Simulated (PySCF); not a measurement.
Computed IR spectrum (relative IR intensity) of a molecule C₂H₅FSi₂. The structure is a stationary point at ωB97X-D3(BJ)/def2-SVP. Other conformers were not sampled. Level of theory: ωB97X-D3(BJ)/def2-SVP in PySCF 2.14.0. Frequencies are harmonic and unscaled.

ν (cm⁻¹): 165 (vw), 294 (w), 359 (m), 521 (w), 549 (w), 652 (m), 768 (w), 791 (vs), 794 (s), 832 (w), 889 (s), 915 (m), 948 (m), 952 (m), 2194 (m), 2248 (m), 2257 (m), 2263 (m), 2281 (s), 3469 (m) (against the strongest line: vs over 80 %, s over 45 %, m over 15 %, w over 4 %, vw less)

Q: Which structure fits?
(A) F[SiH2]C#C[SiH3]
(B) C#C[Si@@H](F)[SiH3]
(C) F[Si@H]1C=C[SiH2]1
(D) C#C[SiH2][SiH2]F

A: B, C#C[Si@@H](F)[SiH3]
